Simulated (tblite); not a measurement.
Compound: C₂H₉N₂Si (doublet state).
Geometry (GFN2-xTB, Å), atoms numbered from 1 in this order:
```
atom  x, y, z in Å
N1     1.9570   -1.1914    0.3623
C2     1.4800    0.1063    0.3943
C3     0.4162    0.3914   -0.7560
N4    -0.7807   -0.3427   -0.5900
Si5   -2.0754    0.1344    0.4535
H6     2.6238   -1.3206   -0.3979
H7     2.2506    0.8812    0.2402
H8     0.9635    0.2756    1.3448
H9     0.1881    1.4577   -0.7292
H10    0.8931    0.1413   -1.7087
H11   -0.6275   -1.3335   -0.7126
H12   -1.7726    0.0962    1.8892
H13   -2.3781    1.5126    0.0641
H14   -3.1388   -0.8089    0.1238
```

Calculated harmonic vibrations of the isolated species, GFN2-xTB (tblite), most abundant isotopes, no scaling. Against measured fundamentals such values can be off by several per cent, at times by over 20. Modes of hydrogen on silicon can be 10 to 20 % off. One conformer, not necessarily the lowest. Open shells enter through the occupations alone, without spin polarisation, and single modes of such species can be off by tens of per cent.

Harmonic wavenumbers (cm⁻¹): 64.5, 111.4, 141.6, 245.7, 278.1, 343.1, 439.5, 553.5, 580.4, 607.7, 743.7, 770.3, 805.8, 810.3, 825.8, 920.3, 981.6, 1066.3, 1138.9, 1199.9, 1226.1, 1259.1, 1293.4, 1327.3, 1374.5, 1458.9, 1465.0, 2213.1, 2258.4, 2296.7, 2786.0, 2927.6, 2940.8, 2976.3, 3314.6, 3435.6.

A = 9005, B = 1877, C = 1809 MHz; mass 89.053 u (most abundant isotopes); point group C1, symmetry number 1; spin multiplicity 2.

Task: Zero-point energy?

Result: ½Σν̃ = 23591 cm⁻¹ = 282.21 kJ/mol.

Task: Entropy at 298.15 K, 1 bar (ideal gas, RRHO, classical rotation)?

Result: Translation 164.84, rotation 111.94, vibration 78.57, spin (R ln 2) 5.76: S = 361.1 J/(mol K).

Task: And Cp and H(298.15 K) − H(0)?

Result: Cp = 122.85 J/(mol K), of which vibrations give 89.60 (their classical limit is 36 R = 299.3); H(298.15 K) − H(0) = 22.80 kJ/mol without the zero-point energy, 12.88 from vibrations.

Task: What must be added to the electronic energy to get the Gibbs energy at 298.15 K and 1 bar?

Result: ZPE + [H(298.15 K) − H(0)] − T·S = 282.21 + 22.80 − 107.67 = 197.34 kJ/mol.

Task: Blend soft modes into free rotors: weight 1/[1 + (100 cm⁻¹/ν̃)⁴] for the oscillator and the rest for a rotor with moment μB/(μ + B), μ = h/(8π²ν), B = 10⁻⁴⁴ kg m². What vibrational entropy results?

Result: 73.94 J/(mol K) in place of 78.57, which changes −T·S at 298.15 K by +1.38 kJ/mol.

Task: How do the functions run with temperature in this model?

Result: 
```
T (K)  S (J/(mol K))  Cp (J/(mol K))  H − H(0) (kJ/mol)  G − H(0) (kJ/mol)  ln q(vib)
  150          294.7            76.5               8.08             -36.13       1.73
  250          340.9           107.5              17.25             -67.97       3.42
  400          401.5           152.9              36.88            -123.73       6.05
  600          472.7           198.2              72.28            -211.33       9.58
  900          562.0           241.9             138.82            -366.99      14.64
```

q(vib) and H(0) count from the zero-point level.

Task: Which modes carry the vibrational entropy at 298.15 K?

Result: 64.5 cm⁻¹: 18.05; 111.4 cm⁻¹: 13.57; 141.6 cm⁻¹: 11.64; 245.7 cm⁻¹: 7.37; 278.1 cm⁻¹: 6.47; 343.1 cm⁻¹: 5.01 J/(mol K); the other 30 give 16.46 together.

Hindered rotation and anharmonicity are outside this model. Other conformers, if any are populated, would add a mixing term that is left out. The structure is chiral; the term R ln 2 for an equal mix with its mirror image is left out.
